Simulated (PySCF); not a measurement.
Compound: C4H11NSi.
SMILES: `[Si@@H](C)(C1CC1)N`

The calculation used TDDFT PBE0/def2-SVPD, vertical, gas phase, core orbitals frozen in the response in PySCF 2.14.0, density-fitted response routines. Geometry: GFN2-xTB, one conformer, isolated molecule. Torsions of this conformer, `[CH3:1][Si@@H:2]([NH2:3])[CH:4]1[CH2:5][CH2:6]1`: C1–Si2–C4–C5 -86°, H–N3–Si2–C1 -49°, H–N3–Si2–C1 173°.

Broadening: Gaussians 0.4 eV wide at half height, area fixed by f = 4.319×10⁻⁹ ∫ε dν̃. The cross-section is σ = 3.8235×10⁻²¹ ε cm², given in Mb (10⁻¹⁸ cm²). The width is an assumption, not a result. The curve ends short of the highest state used, and states not computed would add to its high-energy end.

(λ (nm), σ (Mb)): (168.3, 11.61), (169.6, 9.86), (170.9, 8.76), (172.2, 8.06), (173.5, 7.43), (174.8, 6.63), (176.0, 5.67), (177.3, 4.49), (178.6, 3.30), (179.9, 2.29), (181.2, 1.56), (182.4, 1.16), (183.7, 1.04), (185.0, 1.20), (186.3, 1.58), (187.6, 2.13), (188.8, 2.69), (190.1, 3.27), (191.4, 3.71), (192.7, 3.94), (194.0, 3.92), (195.2, 3.68), (196.5, 3.25), (197.8, 2.71), (199.1, 2.13), (200.4, 1.59), (201.6, 1.16), (202.9, 0.78), (204.2, 0.51), (205.5, 0.31), (206.8, 0.18), (208.0, 0.11), (209.3, 0.06), (210.6, 0.03), (211.9, 0.02), (213.2, 0.01)

(1) Where are the band maxima, and which computed states make them?

(2) Coming from long wavelengths, where does ε first pass 100 L mol⁻¹ cm⁻¹?

(3) On this curve, what absorbance would a 10⁻⁴ mol/L sample give at 193 nm over a 1 cm path?

Results:

(1) 193 nm (6.42 eV), ε about 1000, made up of S1 (100%) (ε in L mol⁻¹ cm⁻¹; maxima over ε = 5, shares over 10%). At its high-energy end, 7.36 eV, the curve is still rising (ε about 3000, from S2, S3 and S4). The states used: S1 6.42 eV (f 0.015); S2 7.14 eV (f 0.024); S3 7.42 eV (f 0.0073); S4 7.55 eV (f 0.042); S5 7.66 eV (f 0.017); S6 7.80 eV (f 0.013); S7 7.86 eV (f 0.033); S8 7.96 eV (f 0.0084).

(2) At about 205 nm (6.05 eV), 0.37 eV below S1.

(3) 193 nm is 6.424 eV, where ε is about 1000 L mol⁻¹ cm⁻¹, so A = ε c l ≈ 0.1 (Beer–Lambert, with the gas-phase spectrum and the assumed width).
